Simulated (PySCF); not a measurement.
## Excitation energy of Ti by level of theory

Ti [Ar] 3d2 4s2 (3F) → Ti [Ar] 3d2 4s1 4p1 (high-spin determinant), as a difference of total energies. Calculation: PySCF 2.14, in aug-cc-pVTZ-DK; the spin-free X2C one-electron Hamiltonian (Gaussian nucleus). Correlated levels: valence: [Ar] frozen. The calculations carry no spin-orbit coupling.

```json
{"method": "UHF", "excitation energy (eV)": "1.020"}
{"method": "LDA", "excitation energy (eV)": "2.111"}
{"method": "PBE", "excitation energy (eV)": "1.955"}
{"method": "PBE0", "excitation energy (eV)": "1.826"}
{"method": "r2SCAN", "excitation energy (eV)": "1.648"}
{"method": "LC-wPBE", "excitation energy (eV)": "1.496"}
{"method": "r2SCANh", "excitation energy (eV)": "1.661"}
{"method": "wB97X", "excitation energy (eV)": "2.375"}
{"method": "MP2 (valence)", "excitation energy (eV)": "1.728"}
{"method": "SCS-MP2 (valence)", "excitation energy (eV)": "1.978"}
```

Problem. How much does correlation contribute at MP2 (valence)?

Solution. 1.728 − (1.020) = 0.708 eV, measured against UHF.

A first-order spin-orbit estimate (lowest level to lowest level, LS coupling) adds -0.008 eV.

The determinant of the upper state mixes LS terms, which raises its energy above the lowest term, most at the Hartree-Fock and MP2 levels.
